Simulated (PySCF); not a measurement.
# How methods differ on the ionisation energy of Fe²⁺

Fe²⁺ [Ar] 3d6 (5D) → Fe³⁺ [Ar] 3d5 (6S), as a difference of total energies. Computed with PySCF 2.14 in aug-cc-pVDZ, with no relativity, point nucleus. Correlated levels: valence: [Ar] frozen. The calculations carry no spin-orbit coupling.

```csv
method,ionisation energy (eV),plus first-order spin-orbit estimate,difference from reference of that sum (eV)
UHF,28.688,28.743,-1.908
LDA,31.872,31.927,+1.276
PBE,31.724,31.779,+1.128
PBE0,31.283,31.338,+0.687
r2SCAN,31.089,31.144,+0.493
B97-3,31.301,31.356,+0.705
M06-2X,30.950,31.005,+0.354
M06-L,30.666,30.721,+0.070
TPSSh,31.478,31.533,+0.882
MP2 (valence),30.066,30.121,-0.530
SCS-MP2 (valence),30.110,30.165,-0.486
```

Reference: 30.651 ± 0.012 eV (measured; NIST Atomic Spectra Database, ionization energies).

A first-order spin-orbit estimate (lowest level to lowest level, LS coupling) adds 0.055 eV.

These non-relativistic numbers lack the scalar-relativistic shift.

Errors of the correlated levels include the incompleteness of this basis and the frozen core.
